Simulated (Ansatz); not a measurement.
Geometry optimisation, RKS PBE0-D4/def2-SVP (Ansatz 0.2.0).

Input file:

```yaml
crystal:
  periodic: [false, false, false]
  atoms:
    - { symbol: C, position_ang: [-0.432, 0.7796, 1.1792] }
    - { symbol: C, position_ang: [0.0008, -0.2241, 0.4994] }
    - { symbol: "N", position_ang: [0.5034, -1.3453, 1.1892] }
    - { symbol: Si, position_ang: [0.0001, -0.2432, -1.3497] }
    - { symbol: Zn, position_ang: [0.1275, 2.1805, -1.6313] }
    - { symbol: H, position_ang: [-0.9041, 1.6888, 0.6429] }
    - { symbol: H, position_ang: [-0.4326, 0.8495, 2.2535] }
    - { symbol: H, position_ang: [0.936, -2.1578, 0.6728] }
    - { symbol: H, position_ang: [0.25378, -0.05951, 1.29626] }
    - { symbol: H, position_ang: [1.1237, -0.9248, -1.8527] }
    - { symbol: H, position_ang: [-1.2872, -0.9851, -1.7482] }
    - { symbol: H, position_ang: [-0.1388, 1.6727, -2.1102] }
basis:
  gaussian: { orbitals: def2-SVP }
hamiltonian:
  xc: pbe0
  dispersion: d4
relax:
  f_tol: 0.02
  max_steps: 50
```

Run as:

```bash
$ ansatz run input.yaml --threads 2 --pin off --max-ram 3072MiB --backend cpu --events-out ev --progress --plain --runs-dir out
```

Task: Where does it end, and by what steps?

Result: It converged. The force dipped under the threshold on the way, but the program's further checks kept it going. After 25 steps the energy has fallen by 29.716 eV; Zn5 moved furthest, 1.49 Å. The start is strongly strained (largest force component 62 eV/Å), so its close contacts needn't be bonds. Parted: C2–H9 (0.85 → 2.14 Å), Si4–Zn5 (2.44 → 4.25 Å), Zn5–H12 (0.75 → 3.09 Å). Joined: Si4–H12 (2.07 → 1.50 Å).

```
step  energy less start (eV)  largest force component (eV/Å)  accepted
   0                  0.0000                          62.388       yes
   1                -18.7339                          14.077       yes
   2                -22.8561                           6.871       yes
   3                -24.7455                           3.250       yes
   4                -25.6804                           1.364       yes
   5                -26.1913                           2.203       yes
   6                -26.8083                           3.588       yes
   7                -27.8729                           3.754       yes
   8                -28.8017                           2.771       yes
   9                -29.2418                           1.597       yes
  10                -29.4984                           1.091       yes
  11                -29.6069                           0.576       yes
  12                -29.6507                           0.225       yes
  13                -29.6617                           0.478       yes
  14                -29.6811                           0.326       yes
  15                -29.6993                           0.106       yes
  16                -29.7097                           0.098       yes
  17                -29.7103                           0.266       yes
  18                -29.7146                           0.060       yes
  19                -29.7151                           0.051       yes
  20                -29.7152                           0.044       yes
  21                -29.7157                           0.052       yes
  22                -29.7161                           0.031       yes
  23                -29.7163                           0.020       yes
  24                -29.7164                           0.012       yes
  25                -29.7164                           0.014       yes
```

```xyz
12
Properties=species:S:1:pos:R:3
C -0.359 0.684 1.240
C 0.262 -0.423 0.439
N 1.121 -1.185 0.995
Si -0.277 -0.591 -1.387
Zn 0.349 3.616 -1.287
H -0.174 1.660 0.758
H -1.454 0.563 1.294
H 1.466 -1.893 0.337
H 0.060 0.691 2.257
H 0.431 -1.766 -1.981
H -1.757 -0.780 -1.489
H 0.082 0.655 -2.136
```

Whether the end is a true minimum wasn't checked by a vibrational analysis.

Time of the run: 110 s on 2 threads of AMD EPYC 7B13 (Zen 3), with other jobs on the host, peak memory 0.35 GiB.
